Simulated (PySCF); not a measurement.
# Working out the ionisation energy of Ge

Ge [Ar] 3d10 4s2 4p2 (3P) → Ge+ [Ar] 3d10 4s2 4p1 (2P). All numbers are calculated (PySCF 2.14, the spin-free X2C one-electron Hamiltonian (Gaussian nucleus), in x2c-SVPall (5s4p3d, 32 functions)). Frozen: [Ar] 3d10. Energies in hartree (1 hartree = 27.21139 eV):

```json
{"part": "UHF", "Ge (lower)": "-2096.685690", "Ge+ (upper)": "-2096.413261"}
{"part": "CCSD correlation", "Ge (lower)": "-0.056373", "Ge+ (upper)": "-0.046882"}
{"part": "(T)", "Ge (lower)": "-0.000809", "Ge+ (upper)": "-0.000486"}
```

Task: What does Hartree-Fock give?

Result: (-2096.413261) − (-2096.685690) = 0.272429 hartree = 7.413 eV.

Task: What do CCSD and CCSD(T) give?

Result: The CCSD correlation energies differ by 0.009491 hartree = 0.258 eV and the triples by 0.000323 hartree = 0.009 eV, so CCSD gives 7.671 eV and CCSD(T) 7.680 eV.

Measured between the centres of the two terms (NIST): 7.925 eV, so CCSD(T) (valence) is off by -0.245 eV.

A double-zeta basis recovers only part of the correlation energy.

What remains against the reference includes basis incompleteness, the frozen core and higher excitations.
